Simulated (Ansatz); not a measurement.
`[CH3][Al]1[CH]=[C]1F`. Total charge 0; spin multiplicity 1.

```csv
atom,x (Å),y (Å),z (Å)
C1,-0.446,0.945,1.622
Al2,-0.005,-0.001,-0.009
C3,-0.030,-1.378,-1.274
C4,0.794,-0.365,-1.645
F5,1.525,-0.291,-2.758
H6,-1.454,0.694,1.963
H7,0.252,0.674,2.419
H8,-0.388,2.026,1.481
H9,-0.248,-2.305,-1.799
```

Give the diagnostics of a CCSD(T)/def2-TZVPP run (frozen core, Ansatz 0.2.0). (An estimate is asked.)

The calculation gave: T1 = 0.0138, largest single amplitude 0.023, largest double 0.068, (T) share of the correlation energy 4.2 %, 11 CCSD cycles. The RHF solution is stable towards an unrestricted one. T1 lies under the customary mark of 0.02 for closed shells.
